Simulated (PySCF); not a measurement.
A GIAO shielding run with PySCF (density fitting, non-relativistic, gas phase) on `C(C)(C)S(=O)(=O)Cl`, C₃H₇ClO₂S:

```
$ OMP_NUM_THREADS=1 python probes_run.py task.json out

{"job": {"kind": "nmr", "xc": "PBE0", "basis": "STO-3G", "pop": true}, "charge": 0, "multiplicity": 1}
C     -0.392518     1.435989     0.225192
C     -0.269943     0.047798    -0.368142
C     -1.014981    -1.047196     0.366310
S      1.474229    -0.401979    -0.573721
O      1.567676    -1.758610    -1.071130
O      2.181396     0.689195    -1.210746
Cl     2.109292    -0.444947     1.438424
H      0.196644     2.166191    -0.345317
H     -1.448701     1.742336     0.203358
H     -0.051142     1.445125     1.270537
H     -0.559387     0.060052    -1.435436
H     -0.687875    -1.105579     1.414623
H     -0.855992    -2.024383    -0.108563
H     -2.090972    -0.819605     0.351649
```

Hardware: 1 thread of an Arm Neoverse V1, shared host. The job also computes population analyses, field gradients.

Problem. How large is the calculation?

Solution. 74 electrons, 50 basis functions and 761 auxiliary functions.

Problem. How long does it take, and how much memory does it need?

Solution. 4.8 s of wall time, with 14 SCF cycles and 5 response iterations; peak memory 0.47 GiB. Times on a shared host scatter by some tens of per cent.

Problem. And these other runs on the same molecule and hardware: GIAO shielding at CAM-B3LYP/pcSseg-1; GIAO shielding at PBE/pcSseg-1; GIAO shielding at PBE0/6-311+G(2d,p); GIAO shielding at PBE0/6-31G; GIAO shielding at PBE0/6-31G*?

Solution. CAM-B3LYP/pcSseg-1: 168 functions, 24 s; PBE/pcSseg-1: 168 functions, 29 s; PBE0/6-311+G(2d,p): 247 functions, 35 s; PBE0/6-31G: 85 functions, 9.5 s; PBE0/6-31G*: 120 functions, 13 s.
